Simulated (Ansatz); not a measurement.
Cost and result for the atomization energy of `[CH3][GeH]([Cl])[I]` (8 atoms, 7 bonds).

The species carries charge 0 and has multiplicity 1. Correlated methods include outer-core shells of Ge, I, which these sets cover unevenly. Scalar relativity is left out up to krypton. I takes the def2 core potential. The structure was optimised at the PBE0-D4/def2-TZVP level. Program: Ansatz. All runs use 4 threads of an Intel Xeon on a shared host. Times are those of one run each, without the atoms' runs, and a repeat can differ threefold. Electronic energies, without spin–orbit coupling; frozen cores. CCSD(T)/CBS adds CCSD(T) − MP2 in def2-TZVPP to the MP2 limit, and its time is that of the two runs behind it. T1 = 0.009. With those shells the extrapolation isn't a true limit. B3LYP takes the VWN-RPA correlation (the form of Gaussian; ORCA's B3LYP/G).

CCSD(T)/CBS is a level of theory with its own doubt, some kJ/mol a heavy atom from the limit and from the frozen cores, so smaller differences don't rank the functionals.

```
                            level  functions  atomization (kcal/mol)  difference from CCSD(T)/CBS  per bond
           LDA (SPW92)/def2-TZVPP        227                   678.3                         76.7      10.9
              BHLYP-D4/def2-TZVPP        227                   582.5                        -19.1      -2.7
               ωB97X-V/def2-TZVPP        227                   600.0                         -1.6      -0.2
                   MP2/def2-QZVPP        418                   604.2                          2.6       0.4
B3LYP-D4/def2-TZVPP (with forces)        227                   592.2                         -9.4      -1.3
                B97M-V/def2-TZVPP        227                   602.0                          0.4       0.1
               CCSD(T)/def2-TZVPP        227                   586.8                        -14.8      -2.1
            r2SCANh-D4/def2-TZVPP        227                   598.5                         -3.1      -0.4
 ωB97M-V/def2-TZVPP (with forces)        227                   595.0                         -6.6      -0.9
                 CCSD(T)/def2-SVP        110                   559.8                        -41.8      -6.0
                CCSD(T)/CBS(def2)          –                   601.6                          0.0       0.0
  PBE-D4/def2-TZVPP (with forces)        227                   603.6                          2.0       0.3
          CAM-B3LYP-D4/def2-TZVPP        227                   593.3                         -8.3      -1.2
```

Problem. Order the runs by time, with rough figures. (Estimate.)

Solution. Computed: LDA (SPW92)/def2-TZVPP 1.1 s; PBE-D4/def2-TZVPP (with forces) 2 s; BHLYP-D4/def2-TZVPP 2.8 s; CAM-B3LYP-D4/def2-TZVPP 3.3 s; B3LYP-D4/def2-TZVPP (with forces) 4.1 s; r2SCANh-D4/def2-TZVPP 4.1 s; CCSD(T)/def2-SVP 6 s; ωB97X-V/def2-TZVPP 6.5 s; B97M-V/def2-TZVPP 7 s; ωB97M-V/def2-TZVPP (with forces) 9 s; MP2/def2-QZVPP 16 s; CCSD(T)/def2-TZVPP 110 s; CCSD(T)/CBS(def2) 2.1 min.

From BLYP to BHLYP (50 % exact exchange), in def2-TZVPP and without D4, the atomization energy moves by −1.4 kcal/mol: exact exchange takes away binding that semilocal exchange gives to molecules. At CCSD(T), def2-SVP lies −41.8 kcal/mol from the extrapolated value and def2-TZVPP −14.8 kcal/mol: correlation converges slowly with the basis, and small sets miss more of it in the bonded molecule than in its fragments. The D4 term adds +8.6 kcal/mol with B3LYP and +4.6 kcal/mol with PBE0; it sums over pairs of atoms, weighted by their polarisabilities, and B3LYP, whose exchange is more repulsive, gets the larger term.

Spin–orbit coupling would lower the free I atoms strongly, and the atomization energy with them, by more than many differences here. For some Ge, Se and Sn compounds the MP2-based and the directly extrapolated limit differ by 10 to 25 kJ/mol.
